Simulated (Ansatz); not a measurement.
```xyz
10

Si   -1.327    0.542   -0.721
C    -0.106   -0.358    0.382
Br   -0.914   -1.979    1.121
O     0.561    0.443    1.383
Si    1.706   -0.265    0.387
H    -0.635    1.731   -1.287
H    -1.736   -0.373   -1.813
H    -2.506    0.967    0.071
H     2.458    0.660   -0.485
H     2.499   -1.367    0.962
```

The species carries charge 0 and has multiplicity 1.

Problem. List the PBE0/def2-TZVPP orbital energies in eV (Ansatz). (Best estimate.)

Solution. The calculation gave: Occupied: -13150.10, -1803.80, -1802.75, -1704.98, -1535.55, -1535.46, -1535.46, -523.54, -280.94, -238.81, -179.23, -178.94, -178.93, -146.10, -145.11, -100.81, -100.76, -100.72, -99.77, -99.76, -99.75, -72.72, -72.64, -72.63, -72.39, -72.39, -29.44, -22.10, -17.68, -15.78, -14.82, -12.76, -12.30, -11.82, -10.41, -10.17, -9.96, -9.10, -8.49, -8.19, -7.30. Lowest empty: -1.20, -0.39, 0.30, 0.68, 1.10, 1.45, 1.53, 1.95.
